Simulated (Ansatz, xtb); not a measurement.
# Two isomers of ClH6NSi2

Structure I is `[SiH3]N[SiH2]Cl`, a singlet and structure II is `N[Si@H]([SiH3])Cl`, a singlet. Both are isolated molecules in the gas phase, relaxed with B3LYP-D3(BJ)/def2-SVP; the shapes shown needn't be the lowest conformers.

I (Å):

```xyz
10

Cl    2.6657   -1.2757   -0.6879
N     0.9089    1.3837   -0.7433
Si   -0.7851    1.1458   -1.1255
Si    1.9174    0.4215    0.2771
H    -1.3287    0.2212   -0.0937
H    -0.9948    0.5521   -2.4792
H    -1.5120    2.4478   -1.0822
H     1.4077    2.0441   -1.3382
H     3.0917    1.2279    0.6930
H     1.1147   -0.0598    1.4262
```

II (Å):

```xyz
10

Cl    1.4168   -2.2192   -1.0675
N    -1.5196   -0.9249   -0.6653
Si    0.0842   -0.9460   -0.0355
Si    1.0101    1.1950   -0.2362
H    -2.1334   -1.7217   -0.5161
H    -1.6992   -0.4998   -1.5707
H     0.0068   -1.4754    1.3509
H     2.4416    1.1813    0.1798
H     0.9248    1.6099   -1.6688
H     0.2655    2.1871    0.5949
```

Task: Which of the two would you expect CCSD(T)/def2-SVP + ΔMP2/def2-TZVPP electronic energies to favour?

Result: Structure I; the calculation gives E(II) − E(I) = +0.606 eV.

Level by level:

```csv
level,geometry,E(II) − E(I) (eV),departure from the last row (eV),"job, with rough time for the two"
B3LYP-D3(BJ)/def2-SVP,B3LYP-D3(BJ)/def2-SVP,+0.507,−0.099,"optimisation, 50 s"
HF/def2-SVP,B3LYP-D3(BJ)/def2-SVP,+0.719,+0.114,part of the CCSD(T) run
MP2/def2-SVP,B3LYP-D3(BJ)/def2-SVP,+0.655,+0.049,part of the CCSD(T) run
CCSD(T)/def2-SVP,B3LYP-D3(BJ)/def2-SVP,+0.596,−0.010,single point
CCSD(T)/def2-SVP + ΔMP2/def2-TZVPP,B3LYP-D3(BJ)/def2-SVP,+0.606,,"single point, 15 s"
```

As drawn, II has 1 Si–Si, 1 N–H in place of 1 N–Si, 1 Si–H.

The levels shown agree on the order. The largest departure from CCSD(T)/def2-SVP + ΔMP2/def2-TZVPP is that of HF/def2-SVP, 0.114 eV. Levels run at GFN2-xTB geometries aren't shown. The last row adds to CCSD(T) the change of the MP2 difference between the two basis sets, here +0.010 eV.

With harmonic frequencies from B3LYP-D3(BJ)/def2-SVP (ideal gas, rigid rotor, one conformer each, 298.15 K, 1 atm): on the last row, ΔE + ΔZPE = +0.630 eV. A mode under 50 cm⁻¹ makes harmonic enthalpies and free energies unreliable, so none is given.

The correlated steps freeze 16 core orbitals. Codes used: Ansatz 0.2.0; the last row on 2 threads of Intel(R) Xeon(R) Platinum 8375C CPU @ 2.90GHz (Ice Lake) on a shared host.
